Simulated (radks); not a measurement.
The numbers below are computed, except where a source is named.
Species: Sb III. Configuration: [Kr] 4d10 5s2 5p1. Code: a radial shooting solver on a logarithmic mesh with Libxc functionals. Model: scalar-relativistic Kohn-Sham, r2SCAN, spin-unpolarised, spherical densities, finite nucleus; meta-GGA in the generalised Kohn-Sham scheme; Fermi nuclear charge, rms radius 4.6802 fm; hard spherical wall at 3 bohr.

Normalised radial functions P(r) = r R(r), r in bohr:

r             3d      4f
0.003084  0.0001  0.0000
0.003984  0.0003  0.0000
0.005147  0.0006  0.0000
0.006648  0.0012  0.0000
0.008588  0.0025  0.0000
0.01101   0.0049  0.0000
0.01422   0.0099  0.0000
0.01836   0.0197  0.0000
0.02372   0.0383  0.0001
0.03064   0.0729  0.0002
0.03958   0.1350  0.0005
0.05113   0.2411  0.0013
0.06552   0.4045  0.0030
0.08464   0.6521  0.0069
0.1093    0.9798  0.0149
0.1412    1.3507  0.0306
0.1824    1.6790  0.0592
0.2357    1.8435  0.1070
0.302     1.7476  0.1764
0.3901    1.3841  0.2735
0.5039    0.8816  0.3922
0.6509    0.4342  0.5200
0.8408    0.1573  0.6374
1.086     0.0388  0.7318
1.392     0.0064  0.7940
1.798     0.0006  0.7820
2.322     0.0000  0.5591
3         0.0000  0.0000

3d: eigenvalue -530.15 eV, 0 radial nodes, <r> = 0.305 bohr, 90 % of the charge inside 0.480 bohr. 4f (empty): eigenvalue 18.047 eV, 0 radial nodes, <r> = 1.53 bohr, 90 % of the charge inside 2.25 bohr.
